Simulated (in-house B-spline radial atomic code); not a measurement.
Orbital energies and mean radii along the 3-electron series, configuration [He] 2s1. The effective charge is n√(-2ε), a non-relativistic measure. Computed with a radial B-spline atomic code at the basis-set limit: Dirac-Hartree-Fock, average of the configuration, finite nuclei.

```
  ion   Z  energy of 2s1/2 (Eh)  mean radius of 2s1/2 (bohr)  energy of 1s1/2 (Eh)  mean radius of 1s1/2 (bohr)  effective charge of 2s1/2
Nb38+  41               -199.57                      0.14611               -825.61                     0.035832                     39.957
Mo39+  42               -210.14                      0.14228               -868.24                     0.034915                     41.001
Tc40+  43                     ?                            ?                     ?                            ?                          ?
Ru41+  44                     ?                            ?                     ?                            ?                          ?
Rh42+  45               -243.63                      0.13182              -1003.06                     0.032404                     44.148
Pd43+  46                     ?                            ?                     ?                            ?                          ?
Ag44+  47               -267.48                      0.12557              -1098.84                     0.030903                     46.259
Cd45+  48               -279.87                      0.12264              -1148.52                     0.030198                     47.318
In46+  49               -292.58                      0.11983              -1199.41                      0.02952                      48.38
Sn47+  50                -305.6                      0.11713              -1251.52                     0.028868                     49.445
Sb48+  51               -318.95                      0.11453              -1304.86                     0.028241                     50.513
Te49+  52               -332.62                      0.11202              -1359.45                     0.027637                     51.585
 I50+  53               -346.62                      0.10961              -1415.29                     0.027055                     52.659
Xe51+  54               -360.96                      0.10729              -1472.39                     0.026493                     53.737
```

Q: Fill in the row of Tc40+.

A: energy of 2s1/2 (Eh): -221; mean radius of 2s1/2 (bohr): 0.13863; energy of 1s1/2 (Eh): -912.01; mean radius of 1s1/2 (bohr): 0.03404; effective charge of 2s1/2: 42.048.

Q: Fill in the row of Ru41+.

A: energy of 2s1/2 (Eh): -232.16; mean radius of 2s1/2 (bohr): 0.13515; energy of 1s1/2 (Eh): -956.95; mean radius of 1s1/2 (bohr): 0.033204; effective charge of 2s1/2: 43.097.

Q: Fill in the row of Pd43+.

A: energy of 2s1/2 (Eh): -255.4; mean radius of 2s1/2 (bohr): 0.12863; energy of 1s1/2 (Eh): -1050.35; mean radius of 1s1/2 (bohr): 0.031638; effective charge of 2s1/2: 45.202.

Q: How does the screening of 2s1/2 change?

A: Z less the effective charge goes from 1.04 at Z = 41 to 0.26 at Z = 54.
